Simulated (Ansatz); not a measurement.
One change: `[CH3][SnH]1[CH2][O]1` becomes `[CH2]1[O][SnH2]1`.

Ansatz, PBE0-D4/def2-TZVP geometries, multiplicity 1. 

Elements past krypton have def2 core potentials.

| property | `[CH3][SnH]1[CH2][O]1` |
| --- | --- |
| HOMO–LUMO gap (PBE/def2-TZVPP) / eV | 2.81 |
| size of the dipole moment (ωB97M-V/def2-TZVPP) / D | 2.30 |
| HOMO energy (ωB97M-V/def2-TZVPP) / eV | -8.22 |
| LUMO energy (PBE/def2-TZVPP) / eV | -2.55 |
| HOMO–LUMO gap (B3LYP/def2-TZVPP) / eV | 4.06 |
| LUMO energy (ωB97M-V/def2-TZVPP) / eV | -0.05 |

(1) Give the same properties after the change, and the shifts. (An estimate is asked.)

## Answers

(1) Ansatz gave: 
| property | `[CH2]1[O][SnH2]1` | shift |
| --- | --- | --- |
| HOMO–LUMO gap (PBE/def2-TZVPP) / eV | 2.76 | -0.05 |
| size of the dipole moment (ωB97M-V/def2-TZVPP) / D | 2.26 | -0.04 |
| HOMO energy (ωB97M-V/def2-TZVPP) / eV | -8.49 | -0.27 |
| LUMO energy (PBE/def2-TZVPP) / eV | -2.92 | -0.37 |
| HOMO–LUMO gap (B3LYP/def2-TZVPP) / eV | 4.01 | -0.05 |
| LUMO energy (ωB97M-V/def2-TZVPP) / eV | -0.35 | -0.30 |

With PBE0 the HOMO falls by 0.30 eV and the LUMO falls by 0.35 eV, so the gap narrows by about 0.05 eV. PBE moves the HOMO by -0.33 eV and ωB97M-V by -0.27 eV. Dipoles are sizes alone; their direction can turn.

B3LYP here is the variant with VWN-RPA as its local correlation; programs differ in this.
